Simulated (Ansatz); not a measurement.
CH$_{6}$BSb, SMILES `[BH2][SbH][CH3]`. Total charge 0; spin multiplicity 1. Sb: def2 effective core potential. The structure was optimised at the PBE0-D4/def2-TZVP level.

```xyz
9

B    -0.357   -1.168   -1.400
Sb   -1.176    0.356   -0.045
C     0.651    1.062    0.869
H     0.652   -0.954   -2.003
H    -0.989   -2.151   -1.645
H    -1.645   -0.725    1.185
H     1.211    0.242    1.313
H     0.403    1.798    1.633
H     1.250    1.539    0.093
```

What is the dipole moment at r2SCAN/def2-TZVPP? (Estimate.)

Ansatz gave: 0.90 D, with components (0.71, 0.38, 0.40) D in this frame, pointing from negative to positive charge.

And with PBE, B3LYP, ωB97M-V? (Estimate.)

Computed: PBE 0.93 D, B3LYP 0.81 D, ωB97M-V 0.77 D.

Give the Mulliken charges with r2SCAN, PBE, ωB97M-V in def2-TZVPP. (An estimate is asked.)

The calculation gave: 
| atom | r2SCAN | PBE | ωB97M-V |
| --- | --- | --- | --- |
| B1 | -0.19 | -0.22 | -0.25 |
| Sb2 | 0.39 | 0.38 | 0.30 |
| C3 | -0.44 | -0.53 | -0.59 |
| H4 | 0.01 | 0.03 | 0.08 |
| H5 | 0.02 | 0.03 | 0.09 |
| H6 | -0.10 | -0.09 | -0.07 |
| H7 | 0.10 | 0.13 | 0.15 |
| H8 | 0.11 | 0.14 | 0.15 |
| H9 | 0.10 | 0.13 | 0.15 |

B3LYP here is the variant with VWN-RPA as its local correlation; programs differ in this.
